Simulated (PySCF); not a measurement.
# How methods differ on the excitation energy of Ru⁺

Ru⁺ [Kr] 4d7 (4F) → Ru⁺ [Kr] 4d6 5s1 (6D), as a difference of total energies. All numbers are calculated (PySCF 2.14, the spin-free X2C one-electron Hamiltonian (Gaussian nucleus), in x2c-TZVPPall (8s6p6d2f1g, 79 functions)). Correlated levels: valence: [Kr] frozen. The calculations carry no spin-orbit coupling.

```json
{"method": "UHF", "excitation energy (eV)": "0.364"}
{"method": "MP2 (valence)", "excitation energy (eV)": "1.062"}
{"method": "SCS-MP2 (valence)", "excitation energy (eV)": "1.528"}
{"method": "CCSD (valence)", "excitation energy (eV)": "1.005"}
{"method": "CCSD(T) (valence)", "excitation energy (eV)": "1.044"}
```

How much does correlation contribute at CCSD(T) (valence)?

1.044 − (0.364) = 0.680 eV, measured against UHF.

Errors of the correlated levels include the incompleteness of this basis and the frozen core.

The basis was made for the ground configuration and has no added diffuse functions, so the excitation energy can come out too high.

For comparison: 1.090 eV (measured; NIST levels, between the centres of gravity of the two terms).
